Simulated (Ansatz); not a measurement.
`CNCNC` + `OB([SiH3])Cl` → `COB([SiH3])Cl` + `CNCN`  (substitution at a C–N bond)

Isolated molecules relaxed with PBE0-D4/def2-TZVP in Ansatz; ΔE leaves out vibrations. CCSD(T)/CBS is the MP2 limit (def2-TZVPP, def2-QZVPP) plus CCSD(T) − MP2 in def2-TZVPP, frozen cores. DFT in def2-TZVPP. One conformer a species, not always the lowest.

`CNCNC`:

Cartesian coordinates in Å:
```
C -1.886 -0.395 0.943
N -0.788 -1.252 0.545
C 0.443 -0.570 0.280
N 0.367 0.446 -0.759
C 1.588 1.211 -0.884
H -2.136 0.386 0.214
H -1.628 0.101 1.883
H -2.772 -1.006 1.127
H -1.051 -1.840 -0.235
H 1.210 -1.333 0.062
H 0.759 -0.059 1.198
H 0.150 0.003 -1.644
H 1.501 1.919 -1.710
H 2.491 0.599 -1.051
H 1.750 1.790 0.030
```

`OB([SiH3])Cl`:

Cartesian coordinates in Å:
```
O -0.624 1.740 0.120
B -0.401 0.539 -0.439
Si 0.594 -0.925 0.541
Cl -0.995 0.226 -2.086
H -1.108 2.351 -0.448
H 1.014 -0.500 1.902
H 1.800 -1.307 -0.243
H -0.281 -2.123 0.653
```

`COB([SiH3])Cl`:

Z-matrix (Å, degrees):
```
C
O 1 1.419
H 1 1.090 2 108.1
H 1 1.091 2 108.2 3 -118.0
H 1 1.090 2 111.7 3 121.0
B 2 1.335 1 126.9 3 -123.8
Cl 6 1.782 2 121.4 1 0.0
Si 6 2.023 2 120.6 1 -180.0
H 8 1.489 6 109.6 2 -120.5
H 8 1.489 6 109.6 2 121.4
H 8 1.487 6 112.1 2 0.4
```

`CNCN`:

Cartesian coordinates in Å:
```
C 1.155 -0.860 -0.090
N -0.123 -0.679 0.561
C -1.000 0.263 -0.114
N -0.645 1.648 0.062
H 1.738 0.063 -0.032
H 1.729 -1.632 0.426
H 1.077 -1.140 -1.155
H -0.595 -1.569 0.656
H -1.050 0.080 -1.201
H -2.006 0.109 0.287
H 0.199 1.880 -0.444
H -0.477 1.838 1.043
```

```csv
level,ΔE (eV)
ωB97X-V,0.19
HF/def2-TZVPP,0.18
CCSD/def2-TZVPP,0.20
HF/CBS(def2),0.17
```

(1) What does CCSD(T)/CBS give? (Estimate.)

Largest T1 diagnostic among the species: 0.013.

## Answers

(1) Computed: +0.19 eV. The listed levels differ from it by 0.00, -0.01, 0.01, -0.02 eV.
